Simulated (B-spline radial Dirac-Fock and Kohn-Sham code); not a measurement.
**The L3 (2p3/2) hole of iodine ions: width and yield against charge**

Method: independent-particle radiative and Coulomb Auger rates from relativistic LDA hole-state orbitals, with Dirac-Fock energies. Computed with a radial atomic solver. Tabulated ground configurations, configuration averages; single configurations, so decays that open only by mixing (as 1s 2s² with 1s 2p² in Be-like ions) are missing and such tiny yields are far too low.

```tsv
ion	configuration	radiative (eV)	non-radiative (eV)	yield
I	[Kr] 4d10 5s2 5p5	0.238	2.49	0.0871
I⁺	[Kr] 4d10 5s2 5p4	0.238	2.49	0.0872
I²⁺	[Kr] 4d10 5s2 5p3	0.238	2.49	0.0872
I³⁺	[Kr] 4d10 5s2 5p2	0.238	2.49	0.0873
I⁴⁺	[Kr] 4d10 5s2 5p1	0.238	2.49	0.0875
I⁵⁺	[Kr] 4d10 5s2	0.239	2.49	0.0876
I⁶⁺	[Kr] 4d10 5s1	0.239	2.49	0.0876
I⁷⁺	[Kr] 4d10	0.239	2.49	0.0875
```
